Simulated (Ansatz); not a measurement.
Consider the substitution at a C–C bond: `B/C=C(\C)O` + H–F → `B/C=C(/O)F` + CH₄.

Calculated with Ansatz (gas phase, PBE0-D4/def2-TZVP geometries, no zero-point term in ΔE). CBS: MP2 limit from def2 TZ/QZ plus the TZ coupled-cluster correction, frozen cores. This one scheme is used for every species. Double bonds are as drawn, so ΔE can hold a change between cis and trans. Each species was taken in one conformer, which may not be the lowest.

| level | ΔE (kcal/mol) |
| --- | --- |
| MP2/CBS(def2) | 8.2 |
| CCSD/CBS(def2) | 6.0 |

Task: What does CCSD(T)/CBS give? (An estimate is asked.)

Result: The calculation gave: +6.5 kcal/mol. The listed levels differ from it by 1.7, -0.5 kcal/mol.

Largest T1 diagnostic among the species: 0.013.

The D4 term adds +1.8 kcal/mol with B3LYP and +1.0 kcal/mol with PBE0; it sums over pairs of atoms, weighted by their polarisabilities, and B3LYP, whose exchange is more repulsive, gets the larger term. From PBE to PBE0 (25 % exact exchange), in def2-TZVPP and without D4, ΔE moves by +0.9 kcal/mol. In def2-TZVPP, CCSD(T) changes the Hartree–Fock value by +5.5 kcal/mol (the triples alone add +0.5 kcal/mol) and MP2 by +7.2 kcal/mol.

B3LYP here is the variant with VWN-RPA as its local correlation; programs differ in this.
